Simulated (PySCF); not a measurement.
# Working out the excitation energy of Ru

Ru [Kr] 4d7 5s1 (5F) → Ru [Kr] 4d8 (3F). All numbers are calculated (PySCF 2.14, a scalar-relativistic core potential, in aug-cc-pVDZ-PP with ECP28MDF (5s5p4d2f, 54 functions)). Frozen: 4s2 4p6. Energies in hartree (1 hartree = 27.21139 eV):

```json
{"part": "UHF", "Ru (lower)": "-93.812410", "Ru (upper)": "-93.728621"}
{"part": "CCSD correlation", "Ru (lower)": "-0.159016", "Ru (upper)": "-0.187427"}
{"part": "(T)", "Ru (lower)": "-0.004801", "Ru (upper)": "-0.008507"}
```

Q: What does Hartree-Fock give?

A: (-93.728621) − (-93.812410) = 0.083789 hartree = 2.280 eV.

Q: What do CCSD and CCSD(T) give?

A: The CCSD correlation energies differ by -0.028411 hartree = -0.773 eV and the triples by -0.003706 hartree = -0.101 eV, so CCSD gives 1.507 eV and CCSD(T) 1.406 eV.

A double-zeta basis recovers only part of the correlation energy.
